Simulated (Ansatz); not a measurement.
Relaxation of FH5O2W (9 atoms, charge 0, multiplicity 1), to a largest force component of 0.02 eV/Å in at most 40 steps.

All numbers below come from Ansatz, RKS B3LYP-D4/def2-SVP.

```xyz
9
Properties=species:S:1:pos:R:3:forces:R:3
W 0.000 0.000 0.000 -1.50 -0.27 1.47
O 0.000 0.000 1.940 -2.00 -0.05 0.08
H -0.909 -0.281 2.277 1.96 0.46 0.26
H 1.720 0.000 0.000 0.73 0.35 0.05
H 0.000 1.720 0.000 0.48 0.58 -0.47
O -1.940 0.000 0.000 -0.09 0.27 2.11
H -2.277 -0.126 0.944 -0.28 0.31 -2.03
F 0.000 -1.850 0.000 0.73 -1.94 -0.74
H 0.000 0.000 -1.720 -0.04 0.29 -0.73
```

Question: Where does it end, and by what steps?

Answer: The forces met the threshold. After 16 steps the energy has fallen by 3.695 eV; H7 moved furthest, 1.26 Å.

```tsv
step	energy less start (eV)	largest force component (eV/Å)	accepted
0	0.0000	2.108	yes
1	-0.8867	1.210	yes
2	-1.4979	1.508	yes
3	-2.0248	1.155	yes
4	-2.4344	1.519	yes
5	-2.7273	1.795	yes
6	-2.9319	1.876	yes
7	-3.1943	1.179	yes
8	-3.3319	2.446	yes
9	-3.5318	1.434	yes
10	-3.6369	0.513	yes
11	-3.6688	0.311	yes
12	-3.5695	0.996	no
13	-3.6895	0.183	yes
14	-3.6614	0.634	no
15	-3.6946	0.058	yes
16	-3.6950	0.020	yes
```

```xyz
9
Properties=species:S:1:pos:R:3
W -0.220 -0.254 0.237
O 0.449 -0.136 2.029
H -0.061 -0.725 2.618
H 0.959 0.940 0.252
H -0.515 1.145 -0.658
O -2.101 -0.042 0.376
H -2.650 0.681 0.049
F -0.013 -2.049 -0.326
H 0.745 -0.098 -1.137
```

The run took 54 s on 2 threads of Arm Neoverse V2 (shared host), peak memory 0.21 GiB.
